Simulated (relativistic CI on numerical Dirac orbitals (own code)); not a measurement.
# N II: what numerical and physical settings do to a radial Dirac CI calculation

Reference input:

```
atom N  Z=7  charge=1  electrons=6
nucleus A=14  rms_radius_fm=2.5582
hamiltonian dirac-coulomb  breit=on  qed=on  c_scale=1
orbitals kli  potential=per-configuration
slater_scale 1
correlation none
mixing on
grid step=0.0125 r_max=34.5
scf mixing=0.4 start=green max_iterations=150 tolerance=2e-08 node_fill=0.05
configurations
  [He] 2s2 2p2
  [He] 2s 2p3
  [He] 2p4
end
```

Computed lowest total energy -53.93065 Ha, first excitation 46.7 cm⁻¹, 30 SCF steps. Runs with settings changed; * marks those that are bad on purpose (the QED terms keep the true α when c is scaled):

| Changed | Outcome | Lowest level | ΔE (Ha) | First excitation (cm⁻¹) | SCF steps | Message |
| --- | --- | --- | --- | --- | --- | --- |
| SCF tolerance 0.0001 | converged | 2s²2p² ³P0 | 5.48e-07 | 46.7 | 20 |  |
| SCF mixing 0.7 | converged | 2s²2p² ³P0 | -1.94e-10 | 46.7 | 23 |  |
| node fill of the KLI weights 0.2, SCF tolerance 1e-05, nuclear radius 3.3257 fm | converged | 2s²2p² ³P0 | 0.000648 | 47.6 | 22 |  |
| SCF mixing 0.7, node fill of the KLI weights 0.5, speed of light × 10 | converged | 2s²2p² ³P0 | 0.0299 | 0.5 | 25 |  |
| speed of light × 0.05 * | converged | 2s²2p² ³P2 | -29.5 | 15509.9 | 33 |  |
| grid step 0.002 * | refused |  |  |  | 0 | the grid has 9025 points, outside 40 to 4096 |

With so few configurations and no correlation, terms lie too far apart (by 10 to 50 % near neutrality), their order can be wrong, and levels of other configurations are missing.
